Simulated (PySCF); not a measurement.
C₆H₁₂, charge +1, multiplicity 2. Atoms are numbered in the order given.

```xyz
18

C      1.5164     0.2347     0.0000
C      0.6906    -0.2657     1.2234
C     -0.6906     0.2657     1.2234
C     -1.5164    -0.2347     0.0000
C     -0.6906     0.2657    -1.2234
C      0.6906    -0.2657    -1.2234
H      1.5850     1.3323     0.0000
H      2.5300    -0.1862     0.0000
H      1.2891     0.1524     2.0688
H      0.7216    -1.3629     1.2937
H     -0.7216     1.3629     1.2937
H     -1.2891    -0.1524     2.0688
H     -2.5300     0.1862     0.0000
H     -1.5850    -1.3323     0.0000
H     -1.2891    -0.1524    -2.0688
H     -0.7216     1.3629    -1.2937
H      0.7216    -1.3629    -1.2937
H      1.2891     0.1524    -2.0688
```
Charge +1, spin multiplicity 2.

Coordinates come from a PBE0-D3(BJ)/def2-SVP optimisation. The geometry has at least one imaginary mode, so it is a saddle point at that level. The multiplicity is an assumed one; other spin states were not compared. Other conformers were not sampled.

These are PBE0/def2-TZVP run with PySCF values and carry that method's errors.

ESP charges are fitted to the potential on shells at 1.4 to 2.0 van der Waals radii. Atomic charges (e):

| atom | ESP fit | meta-Löwdin | Mulliken spin |
|---|---|---|---|
| C1 | -0.08 | [?] | 0.16 |
| C2 | -0.16 | [?] | 0.09 |
| C3 | -0.16 | [?] | 0.09 |
| C4 | -0.08 | [?] | 0.16 |
| C5 | -0.16 | [?] | 0.09 |
| C6 | -0.16 | [?] | 0.09 |
| H7 | 0.14 | [?] | 0.00 |
| H8 | 0.12 | [?] | 0.00 |
| H9 | 0.18 | [?] | 0.09 |
| H10 | 0.15 | [?] | 0.00 |
| H11 | 0.15 | [?] | 0.00 |
| H12 | 0.18 | [?] | 0.09 |
| H13 | 0.12 | [?] | 0.00 |
| H14 | 0.14 | [?] | 0.00 |
| H15 | 0.18 | [?] | 0.09 |
| H16 | 0.15 | [?] | 0.00 |
| H17 | 0.15 | [?] | 0.00 |
| H18 | 0.18 | [?] | 0.09 |

Complete the blanks. (An estimate is asked for; the answer gives what the named calculation found.)


- C1, meta-Löwdin: -0.14
- C2, meta-Löwdin: -0.16
- C3, meta-Löwdin: -0.16
- C4, meta-Löwdin: -0.14
- C5, meta-Löwdin: -0.16
- C6, meta-Löwdin: -0.16
- H7, meta-Löwdin: 0.14
- H8, meta-Löwdin: 0.16
- H9, meta-Löwdin: 0.19
- H10, meta-Löwdin: 0.14
- H11, meta-Löwdin: 0.14
- H12, meta-Löwdin: 0.19
- H13, meta-Löwdin: 0.16
- H14, meta-Löwdin: 0.14
- H15, meta-Löwdin: 0.19
- H16, meta-Löwdin: 0.14
- H17, meta-Löwdin: 0.14
- H18, meta-Löwdin: 0.19

Give the Mayer and Wiberg (Löwdin basis) orders of the bonds. (Estimate from the structure and the level; the computed values follow.)


| bond | Mayer | Wiberg |
|---|---|---|
| C1–C2 | 0.91 | 1.11 |
| C2–C3 | 1.10 | 1.31 |
| C3–C4 | 0.91 | 1.11 |
| C4–C5 | 0.91 | 1.11 |
| C1–C6 | 0.91 | 1.11 |
| C5–C6 | 1.10 | 1.31 |
| C1–H7 | 0.94 | 0.84 |
| C1–H8 | 0.94 | 0.85 |
| C2–H9 | 0.85 | 0.75 |
| C2–H10 | 0.94 | 0.83 |
| C3–H11 | 0.94 | 0.83 |
| C3–H12 | 0.85 | 0.75 |
| C4–H13 | 0.94 | 0.85 |
| C4–H14 | 0.94 | 0.84 |
| C5–H15 | 0.85 | 0.75 |
| C5–H16 | 0.94 | 0.83 |
| C6–H17 | 0.94 | 0.83 |
| C6–H18 | 0.85 | 0.75 |
